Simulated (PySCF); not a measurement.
PBE0 on La (lanthanum, neutral), [Xe] 4f1 5d1 6s1, one real determinant (an excited configuration). Computed with PySCF 2.14 in ANO-RCC-VTZP (8s7p5d3f2g1h, 104 functions), with scalar relativity by spin-free X2C-1e.

```
cycle= 2 E= -8491.55137503201  delta_E= -0.000433  |g|= 0.0309  |ddm|= 0.0575
cycle= 3 E= -8491.55168465605  delta_E= -0.00031  |g|= 0.00126  |ddm|= 0.0203
cycle= 4 E= -8491.55168607793  delta_E= -1.42e-06  |g|= 0.000294  |ddm|= 0.00296
cycle= 5 E= -8491.55168660135  delta_E= -5.23e-07  |g|= 0.00016  |ddm|= 0.0032
cycle= 6 E= -8491.55168652594  delta_E= 7.54e-08  |g|= 0.000152  |ddm|= 0.000434
cycle= 7 E= -8491.55168587366  delta_E= 6.52e-07  |g|= 2.25e-05  |ddm|= 0.00764
cycle= 8 E= -8491.55168588341  delta_E= -9.75e-09  |g|= 2.18e-05  |ddm|= 0.00041
cycle= 9 E= -8491.55168589332  delta_E= -9.92e-09  |g|= 2.25e-05  |ddm|= 0.000386
cycle= 10 E= -8491.55168586377  delta_E= 2.95e-08  |g|= 2.12e-05  |ddm|= 0.00117
cycle= 11 E= -8491.55168584797  delta_E= 1.58e-08  |g|= 2.03e-05  |ddm|= 0.000669
cycle= 12 E= -8491.55168578995  delta_E= 5.8e-08  |g|= 1.21e-05  |ddm|= 0.00437
cycle= 13 E= -8491.55168577136  delta_E= 1.86e-08  |g|= 3.02e-06  |ddm|= 0.00417
cycle= 14 E= -8491.55168577095  delta_E= 4.09e-10  |g|= 5.19e-07  |ddm|= 0.000609
converged SCF energy = -8491.55168577095  <S^2> = 3.7518027  2S+1 = 4.0009013
```

Highest occupied orbital energy: 3.249 eV; ⟨L²⟩ = 18.02; populations by l: s 11.00, p 24.00, d 21.00, f 1.00.

Task: Can this result be used?

Result: Not for this state. Self-consistency was reached. ⟨L²⟩ = 18.02 against 30 for a pure H term, so this real determinant mixes terms. Spin-orbit coupling, absent here, splits the open shell strongly. At PBE0 the highest occupied level has a positive energy, so only the finite basis holds that electron; for this excited configuration the basis is too tight for the outer shell.
